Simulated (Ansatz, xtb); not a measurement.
# Two isomers of C3H3BBrNO

Structure X is `Bc1ncoc1Br`, a singlet and structure Y is `Bc1cnc(Br)o1`, a singlet. Both are isolated molecules in the gas phase, relaxed with r2SCAN-D4/def2-SVP; the shapes shown needn't be the lowest conformers.

X (Å):

```xyz
10

C    -1.6310    0.3338   -1.5354
C    -1.7838   -0.2629    0.5252
C    -2.5281   -0.7212   -1.4295
B    -1.1914    1.0955   -2.7865
Br   -3.5439   -1.6386   -2.6669
N    -1.1808    0.5851   -0.2261
O    -2.6364   -1.1080   -0.1457
H    -0.3951    1.9931   -2.6901
H    -1.6502    0.7858   -3.8581
H    -1.7216   -0.4112    1.6028
```

Y (Å):

```csv
atom,x (Å),y (Å),z (Å)
C,-1.5150,0.0785,-1.6491
C,-1.3876,0.6536,-0.3939
C,-3.2873,-0.2193,-0.4381
B,-0.6117,-0.0149,-2.8607
Br,-4.9909,-0.8260,-0.0511
N,-2.5088,0.4605,0.3605
O,-2.7952,-0.4942,-1.6409
H,0.4738,0.5044,-2.7863
H,-0.9683,-0.5866,-3.8580
H,-0.5259,1.2004,-0.0081
```

**Question.** Which of the two would you expect CCSD(T)/def2-SVP + ΔMP2/def2-TZVPP electronic energies to favour?

**Answer.** Structure Y; the calculation gives E(Y) − E(X) = −3.2 kcal/mol.

The same difference at several levels:

```tsv
level	geometry	E(Y) − E(X) (kcal/mol)	departure from the last row (kcal/mol)	job, with rough time for the two
GFN2-xTB	GFN2-xTB	−3.9	−0.7	optimisation, 0.14 s
HF/STO-3G	GFN2-xTB	−3.0	+0.2	single point, 0.52 s
r2SCAN-D4/def2-SVP//GFN2-xTB	GFN2-xTB	−5.0	−1.7	single point, 3.3 s
r2SCAN-D4/def2-SVP	r2SCAN-D4/def2-SVP	−4.7	−1.5	optimisation, 30 s
HF/def2-SVP	r2SCAN-D4/def2-SVP	−4.1	−0.9	part of the CCSD(T) run
MP2/def2-SVP	r2SCAN-D4/def2-SVP	−2.8	+0.4	part of the CCSD(T) run
CCSD(T)/def2-SVP	r2SCAN-D4/def2-SVP	−3.0	+0.2	single point
CCSD(T)/def2-SVP + ΔMP2/def2-TZVPP	r2SCAN-D4/def2-SVP	−3.2		single point, 52 s
```

As drawn, both hold the same kinds of bond in the same numbers.

None of the levels shown reverses the order. The largest departure from CCSD(T)/def2-SVP + ΔMP2/def2-TZVPP is that of r2SCAN-D4/def2-SVP//GFN2-xTB, 1.7 kcal/mol. The last row adds to CCSD(T) the change of the MP2 difference between the two basis sets, here −0.2 kcal/mol.

With thermal terms from frequencies at re-optimised GFN2-xTB minima (ideal gas, soft modes damped towards free rotors, one conformer each, 298.15 K, 1 atm): the zero-point term adds +0.1 kcal/mol; ΔH is −3.1 and ΔG −3.0 kcal/mol.

The correlated steps freeze 15 core orbitals; the filled d shell of Br is correlated, in a basis made for valence electrons. Run with Ansatz 0.2.0, xtb 6.7.1; the last row on 2 threads of Intel(R) Xeon(R) 6975P-C (Granite Rapids) on a shared host.
